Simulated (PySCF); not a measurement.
A structure optimised at ωB97X-D3(BJ)/def2-SVP, used in a PySCF frequency run:

```xyz
7

B     -0.2185     0.1848    -0.1616
Cl     1.4994     0.2962    -0.5077
Cl    -0.7173    -0.8991     1.1268
C     -1.2679     0.9805    -1.0017
H     -2.1823     1.1987    -0.4312
H     -1.5616     0.3370    -1.8519
H     -0.8520     1.9063    -1.4248
```

Question: Write its SMILES and formula.

Answer: CB(Cl)Cl, CH₃BCl₂

Question: What are its rotational constants (standard atomic weights)?

Answer: 5.9647, 3.1007, 2.0663 GHz
